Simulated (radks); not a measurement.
Values are calculated unless marked as measured or tabulated.
Problem. Species: the iodine ion I10+. Configuration: [Ar] 3d10 4s2 4p5 4d8 (not the ground configuration). Level of theory: scalar-relativistic Kohn-Sham, BLYP, spin-polarised, spherical densities, finite nucleus; open shells are filled with parallel spins first (spin-orbit coupling, left out, can overturn this in heavy ions); Fermi nuclear charge, rms radius 4.75 fm (a radial shooting solver on a logarithmic mesh with Libxc functionals). Some entries of the table are withheld. Estimate them.

orbital  occ.  eigenvalue (eV)  <r> (bohr)
1s up       1        -33173.61     0.02722
1s down     1        -33173.23     0.02722
2s up       1        -5280.714      0.1172
2s down     1        -5279.691      0.1172
2p up       3        -4759.400      0.1025
2p down     3        -4758.435      0.1025
3s up       1        -1208.286      0.3137
3s down     1        -1207.551      0.3137
3p up       3        -1039.337      0.3116
3p down     3        -1038.502      0.3115
3d up       5        -786.5291      0.2878
3d down     5        -785.4477      0.2878
4s up       1        -350.9816      0.7214
4s down     1        -346.9651      0.7218
4p up       3        -296.2240         (1)
4p down     2        -292.2669         (2)
4d up       5        -214.9295      0.8369
4d down     3        -211.2089      0.8405

Solution. 
(1) 4p up <r> (bohr): 0.7618
(2) 4p down <r> (bohr): 0.7630
